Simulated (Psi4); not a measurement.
Method: Psi4 1.11 with SAPT0/jun-cc-pVDZ, frozen core.

Psi4 input:

```
molecule {
0 1
F 1.51606281 -0.23776613 -0.31891753
Si 0.00011617 0.00003257 0.00005878
F -0.25066927 1.52831996 0.24028659
F -0.87016911 -0.48809830 -1.20835178
F -0.39534060 -0.80248809 1.28692395
--
0 1
Si -1.38643808 -3.96641032 -0.10826955
Cl 0.59311557 -3.57993377 -0.55735197
H -2.23577687 -3.14465325 -0.99225103
H -1.62257993 -3.61527352 1.30559821
H -1.64556462 -5.40181589 -0.33310002
units angstrom
symmetry c1
no_reorient
no_com
}
set basis jun-cc-pvdz
set scf_type df
set freeze_core true
energy('sapt0')
```

Part of the output:

```
    SAPT Results
  --------------------------------------------------------------------------------------------------------
    Electrostatics                 -2.74085801 [mEh]      -1.71991437 [kcal/mol]      -7.19612171 [kJ/mol]
      Elst10,r                     -2.74085801 [mEh]      -1.71991437 [kcal/mol]      -7.19612171 [kJ/mol]

    Exchange                        4.97094600 [mEh]       3.11931571 [kcal/mol]      13.05121692 [kJ/mol]
      Exch10                        4.97094600 [mEh]       3.11931571 [kcal/mol]      13.05121692 [kJ/mol]
      Exch10(S^2)                   4.96136653 [mEh]       3.11330450 [kcal/mol]      13.02606604 [kJ/mol]

    Induction                      -0.52018279 [mEh]      -0.32641963 [kcal/mol]      -1.36573974 [kJ/mol]
      Ind20,r                      -2.88933965 [mEh]      -1.81308800 [kcal/mol]      -7.58596020 [kJ/mol]
      Exch-Ind20,r                  2.45242392 [mEh]       1.53891925 [kcal/mol]       6.43883813 [kJ/mol]
      delta HF,r (2)               -0.08326707 [mEh]      -0.05225088 [kcal/mol]      -0.21861767 [kJ/mol]

    Dispersion                     -2.44703661 [mEh]      -1.53553866 [kcal/mol]      -6.42469374 [kJ/mol]
      Disp20                       -2.73522418 [mEh]      -1.71637909 [kcal/mol]      -7.18133010 [kJ/mol]
      Exch-Disp20                   0.28818757 [mEh]       0.18084043 [kcal/mol]       0.75663636 [kJ/mol]
      Disp20 (SS)                  -1.36761209 [mEh]      -0.85818954 [kcal/mol]      -3.59066505 [kJ/mol]
      Disp20 (OS)                  -1.36761209 [mEh]      -0.85818954 [kcal/mol]      -3.59066505 [kJ/mol]
      Exch-Disp20 (SS)              0.16610152 [mEh]       0.10423027 [kcal/mol]       0.43609947 [kJ/mol]
      Exch-Disp20 (OS)              0.12208606 [mEh]       0.07661016 [kcal/mol]       0.32053689 [kJ/mol]

  Total HF                          1.70990519 [mEh]       1.07298171 [kcal/mol]       4.48935547 [kJ/mol]
  Total SAPT0                      -0.73713142 [mEh]      -0.46255695 [kcal/mol]      -1.93533827 [kJ/mol]
```
